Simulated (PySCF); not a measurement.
Cl₃Ga, SMILES [Cl][Ga-]([Cl])[Cl], charge -1, multiplicity 2. Geometry optimised at PBE-D3(BJ)/def2-SVPD.

Level of theory: PySCF with PBE-D3(BJ)/def2-SVPD.

Harmonic wavenumbers (cm⁻¹): 93, 93, 119, 280, 301, 301. Rotational constants (GHz): 1.824, 1.824, 1.014; symmetry number 3.

Problem. Work out the zero-point energy and the ideal-gas rigid-rotor harmonic-oscillator thermochemistry at 298.15 K and 1 atm.

Solution. ZPE = ½ Σ hcν = ½ × 1187 cm⁻¹ = 1.70 kcal/mol. H − E(el) = 6.25 kcal/mol. Entropy in cal/(mol K): translation 41.40, rotation 26.76, vibration 14.67, spin 1.38, total 84.21. G − E(el) = -18.86 kcal/mol. Cp = 18.84 cal/(mol K). Modes under 150 cm⁻¹ make the vibrational entropy uncertain.
